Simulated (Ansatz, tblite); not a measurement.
Removing an electron: SiHMe2Br (C₂H₇BrSi). The state is a singlet with charge 0. Geometry: r2SCAN-D4/def2-SVP. Ansatz, gas phase; energy differences of separate SCF runs; the oxidised species was run as a doublet alone.

```
atom   x (Å)   y (Å)   z (Å)
 Si1  -0.387  -0.368  -0.418
  H2  -0.449  -1.812  -0.792
  C3   1.258   0.371  -0.909
  H4   1.439   0.258  -1.989
  H5   2.079  -0.132  -0.369
  H6   1.293   1.445  -0.666
  C7  -0.753  -0.141   1.400
  H8  -1.737  -0.557   1.664
  H9  -0.750   0.927   1.670
 H10   0.011  -0.652   2.010
Br11  -2.005   0.661  -1.599
```

The xTB rows come from tblite.

```json
{"level": "GFN1-xTB", "−HOMO (eV)": "11.61", "vertical IE (eV)": "14.51", "−LUMO (eV)": "4.99", "HOMO–LUMO gap (eV)": "6.62"}
{"level": "GFN2-xTB", "−HOMO (eV)": "11.18", "vertical IE (eV)": "14.05", "−LUMO (eV)": "5.24", "HOMO–LUMO gap (eV)": "5.95"}
{"level": "r2SCAN-D4/def2-TZVP", "−HOMO (eV)": "7.14", "vertical IE (eV)": "10.04", "−LUMO (eV)": "0.03", "HOMO–LUMO gap (eV)": "7.11"}
{"level": "PBE0-D4/def2-TZVP", "−HOMO (eV)": "8.08", "vertical IE (eV)": "10.19", "−LUMO (eV)": "-0.51", "HOMO–LUMO gap (eV)": "8.59"}
```

Run but left out: PBE-D4/def2-TZVP (charge +1 doublet: an occupied level 0.05 eV above an empty one).  Raw xTB energy differences between charge states are shifted by several eV; the methods need an empirical correction for them.
